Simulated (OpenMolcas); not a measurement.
# O V: terms and fine structure

```json
{
  "Program": "OpenMolcas",
  "Method": "MS-RASPT2, IPEA 0.25 Eh, imaginary shift 0.1 Eh (closed shells correlated: 1s)",
  "Basis": "ANO-RCC-VQZP [5s4p3d2f1g]",
  "Scalar Hamiltonian": "DKH2, point nucleus",
  "Active space": "2 electrons in 9 orbitals (RAS2 2s 2p; RAS3 3d, at most 2 electrons)",
  "State averaging": "2S+1 = 3 even, 3 roots; 2S+1 = 1 even, 7 roots; 2S+1 = 3 odd, 3 roots; 2S+1 = 1 odd, 3 roots",
  "Spin-orbit coupling": "state interaction with AMFI integrals over the reference wave functions, term energies averaged over their components"
}
```

With spin-orbit coupling, above the lowest level:

```
Configuration  Term  J  E (cm⁻¹)  Measured (cm⁻¹)      g  Term weight %
          2s²    ¹S  0       0.0              0.0                   100
        2s 2p   ³P°  0     81878            81942                   100
        2s 2p   ³P°  1     82026            82079  1.501            100
        2s 2p   ³P°  2     82324            82385  1.501            100
        2s 2p   ¹P°  1    159731           158798  1.000            100
          2p²    ³P  0    213749           213462                   100
          2p²    ³P  1    213898           213618  1.501            100
          2p²    ³P  2    214189           213887  1.501            100
          2p²    ¹D  2    232460           231721  1.000            100
          2p²    ¹S  0    289597           287910                   100
```

Against the 9 measured excited levels shown (Moore, Selected Tables of Atomic Spectra, NSRDS-NBS 3, section 9) the mean absolute deviation is 490 cm-1; the largest miss in energy is 2p² ¹S₀: computed 289597, measured 287910 cm⁻¹ (+0.6 %).

Active for correlation alone: 3d; no level in the range computed is led by a configuration that fills it, so any true level of that kind is missing. Computed and measured levels are paired by configuration, term and J; levels that our copy of the source lacks, or whose pairing is in doubt (as where it misses far off the trend of its configuration), stay unpaired and out of the deviations. Levels of configurations outside the active space are missing. The first state left out of the spin-orbit step lies near 930000 cm-1 above the lowest spin-free state of the reference (among the parities and spins computed), and the list stops at four fifths of that energy or lower.

The term weight is that of the spin-free term in the level, not the purity of its configuration. ° marks odd parity.
